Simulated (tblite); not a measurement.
Species: C₃H₁₁NSSi₄.
Numbering: `[N:1]#[C:2][CH2:3][SiH2:4][Si@@:5]1([SiH3:6])[SiH2:7][CH2:8][S:9]1` (hydrogens: H10, H11 on C3; H12, H13 on Si4; H14, H15, H16 on Si6; H17, H18 on Si7; H19, H20 on C8)

Computed with GFN2-xTB (tblite), gas phase: L-BFGS steps from a force-field or distance-geometry start until the largest atomic force falls under 0.01 eV/Å.

Step 62: E = -681.6374 eV
```
atom  x, y, z in Å  |  force x, y, z in eV/Å
N1      1.5756    2.5803    1.3738    0.026   0.015   0.019
C2      2.1176    1.7778    0.7610   -0.009   0.025  -0.007
C3      2.7292    0.7705   -0.0341    0.001   0.005   0.032
Si4     1.4756    0.0925   -1.3430   -0.081   0.013   0.103
Si5    -0.4357   -0.6421   -0.1619    0.024   0.046  -0.040
Si6    -0.5504   -2.9760    0.0010    0.056  -0.091  -0.002
Si7    -1.5133    0.8186    1.3697    0.011   0.002  -0.035
C8     -2.5868    1.2502   -0.1617   -0.030   0.031   0.043
S9     -2.1859   -0.0479   -1.3875    0.005  -0.046  -0.107
H10     3.6023    1.1997   -0.5244    0.015  -0.048  -0.014
H11     3.0622   -0.0358    0.6197    0.023  -0.010  -0.021
H12     1.3600    1.1681   -2.3346   -0.032   0.025  -0.004
H13     2.2272   -0.9820   -2.0057    0.015  -0.041  -0.013
H14     0.5737   -3.4448    0.8247   -0.048   0.048  -0.020
H15    -0.3982   -3.6002   -1.3172   -0.015  -0.002   0.049
H16    -1.7808   -3.4952    0.6013    0.031   0.015  -0.006
H17    -2.3623    0.1381    2.3613    0.035  -0.003  -0.022
H18    -0.9187    2.0084    1.9612   -0.009  -0.001   0.016
H19    -3.6609    1.2234    0.0124    0.039   0.034  -0.041
H20    -2.3353    2.2070   -0.6193   -0.059  -0.016   0.070
```

Step 63: E = -681.6393 eV
```
atom  x, y, z in Å  |  force x, y, z in eV/Å
N1      1.5946    2.5860    1.3767    0.018   0.020   0.026
C2      2.1292    1.7777    0.7654    0.004  -0.003  -0.041
C3      2.7332    0.7629   -0.0276   -0.013   0.015   0.040
Si4     1.4780    0.0897   -1.3394   -0.037   0.026   0.094
Si5    -0.4385   -0.6338   -0.1677    0.005   0.021  -0.021
Si6    -0.5472   -2.9704   -0.0048    0.042  -0.057  -0.005
Si7    -1.5160    0.8279    1.3636    0.056  -0.021  -0.009
C8     -2.6051    1.2438   -0.1570   -0.021  -0.008  -0.023
S9     -2.1907   -0.0432   -1.3936    0.007  -0.035  -0.075
H10     3.6115    1.1838   -0.5177   -0.007  -0.067   0.006
H11     3.0549   -0.0448    0.6308    0.035  -0.002  -0.037
H12     1.3752    1.1662   -2.3303   -0.037   0.037  -0.016
H13     2.2257   -0.9885   -2.0031    0.006  -0.028   0.002
H14     0.5789   -3.4424    0.8116   -0.032   0.047   0.003
H15    -0.3956   -3.5934   -1.3222   -0.018  -0.010   0.022
H16    -1.7771   -3.4888    0.5955    0.024   0.008   0.002
H17    -2.3417    0.1487    2.3751    0.028   0.002  -0.027
H18    -0.9235    2.0292    1.9317    0.003   0.012   0.031
H19    -3.6753    1.1960    0.0272   -0.008   0.036  -0.048
H20    -2.3754    2.2039   -0.6173   -0.056   0.008   0.077
```

Step 64: E = -681.6409 eV
```
atom  x, y, z in Å  |  force x, y, z in eV/Å
N1      1.6119    2.5907    1.3793    0.011   0.028   0.029
C2      2.1396    1.7774    0.7688    0.010  -0.015  -0.044
C3      2.7366    0.7556   -0.0207   -0.006   0.008   0.029
Si4     1.4801    0.0880   -1.3342    0.006   0.029   0.028
Si5    -0.4409   -0.6248   -0.1723   -0.013  -0.016  -0.014
Si6    -0.5431   -2.9648   -0.0102    0.014  -0.008  -0.010
Si7    -1.5163    0.8369    1.3577    0.054  -0.023   0.003
C8     -2.6235    1.2367   -0.1541   -0.014  -0.036  -0.049
S9     -2.1963   -0.0415   -1.3994    0.014  -0.009  -0.030
H10     3.6201    1.1677   -0.5102   -0.022  -0.075   0.018
H11     3.0485   -0.0540    0.6405    0.039   0.006  -0.039
H12     1.3887    1.1654   -2.3273   -0.035   0.021  -0.003
H13     2.2241   -0.9962   -1.9992   -0.018   0.010   0.031
H14     0.5834   -3.4404    0.7995   -0.005   0.039   0.030
H15    -0.3932   -3.5832   -1.3282   -0.019  -0.022  -0.007
H16    -1.7733   -3.4806    0.5902    0.017  -0.001   0.008
H17    -2.3211    0.1584    2.3877    0.031   0.015  -0.042
H18    -0.9242    2.0482    1.9050    0.004   0.011   0.035
H19    -3.6909    1.1703    0.0394   -0.016   0.028  -0.053
H20    -2.4150    2.2009   -0.6155   -0.051   0.011   0.079
```

Question: Estimate the geometry and energy of step 65. (The exact step hangs on the optimiser's Hessian estimate; all steps are aligned on step 64, rigid shifts and turns removed.)

Answer: E = -681.6421 eV, largest force 0.096 eV/Å
```
atom  x, y, z in Å  |  force x, y, z in eV/Å
N1      1.6194    2.5942    1.3815    0.014   0.017   0.018
C2      2.1436    1.7790    0.7702    0.008   0.000  -0.025
C3      2.7371    0.7546   -0.0178   -0.017  -0.004   0.003
Si4     1.4788    0.0870   -1.3292    0.037   0.025  -0.032
Si5    -0.4432   -0.6229   -0.1764   -0.030  -0.049  -0.002
Si6    -0.5406   -2.9650   -0.0115   -0.022   0.042  -0.013
Si7    -1.5165    0.8369    1.3541    0.072  -0.021   0.001
C8     -2.6270    1.2354   -0.1538    0.011  -0.071  -0.064
S9     -2.1979   -0.0383   -1.4055    0.018   0.007   0.000
H10     3.6206    1.1612   -0.5107   -0.011  -0.057   0.016
H11     3.0485   -0.0548    0.6422    0.042  -0.010  -0.014
H12     1.3871    1.1648   -2.3228   -0.031   0.014   0.004
H13     2.2216   -0.9986   -1.9985   -0.033   0.039   0.054
H14     0.5846   -3.4374    0.7975    0.027   0.025   0.055
H15    -0.3920   -3.5848   -1.3269   -0.014  -0.036  -0.036
H16    -1.7713   -3.4769    0.5897    0.008  -0.009   0.014
H17    -2.3139    0.1574    2.3867    0.012   0.004  -0.022
H18    -0.9272    2.0505    1.8979    0.012   0.020   0.041
H19    -3.6921    1.1676    0.0413   -0.078   0.005  -0.042
H20    -2.4244    2.2008   -0.6110   -0.025   0.058   0.045
```

The energy changes by -0.0012 eV. The first-order estimate −F·Δx gives -0.0019 eV and the mean of the old and new forces, exact on a quadratic surface, -0.0012 eV. The step makes an angle of 69° with the force vector and moves no atom by more than 0.010 Å.

What follows is the cost of the whole relaxation. Time: 2.7 s. Hardware: Arm Neoverse V2, one thread, shared host with 192 logical CPUs at a one-minute load of 124.
